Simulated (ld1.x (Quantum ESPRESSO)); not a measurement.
# Co: TM pseudisation with LDA (PZ), scalar-relativistic reference atom.

* Element: cobalt (Co)
* Generator: ld1.x (Quantum ESPRESSO) 7.5
* Type: norm-conserving Troullier–Martins (Kleinman–Bylander form)
* Functional: LDA (PZ)
* Relativity: scalar-relativistic
* Frozen core: [Ar]
* Valence charge: 9
* Reference configuration: 3d6 4s0 4p0 (charge +3)
* Partial waves: 4s (bound, empty): rc 1.50 bohr; 3d (bound): rc 1.55 bohr; 4p (bound, empty): rc 1.65 bohr
* Local potential: the p channel
* Core correction: Bessel-smoothed model core inside 1.05 bohr

All-electron outer shells of the reference configuration (LDA (PZ), scalar-relativistic, ld1.x):

```csv
shell,level (eV),outermost node (bohr),outermost maximum (bohr)
3p,-103.69,0.28,0.67
3d,-45.48,–,0.65
4s,-32.46,0.94,1.92
4p,-24.74,1.00,2.21
```

(1) Estimate the cutoffs (Ry, on a coarse ladder) from which the occupation-weighted sum of valence levels, in a spherical-Bessel basis at the reference potential, stays within 10 and 1 mRy of its value at 400 Ry.

(2) What does a ghost test show?

(3) Tests: 3d7 4s2 4p0; 3d7 4s1 4p0; 3d7 4s0 4p0; 3d5 4s0 4p0; 3d8 4s0 4p0; 3d7 4s1 4p1; 3d7 4s1.5 4p0. Which has the largest error in its energy relative to the reference configuration, and how large is it?

Answers

(1) 110 Ry and 180 Ry.

(2) No extra level below or beside the all-electron valence levels (s, d, p, f tested).

(3) 3d8 4s0 4p0, with -1603 meV (all-electron minus pseudo) on -55.86 eV.
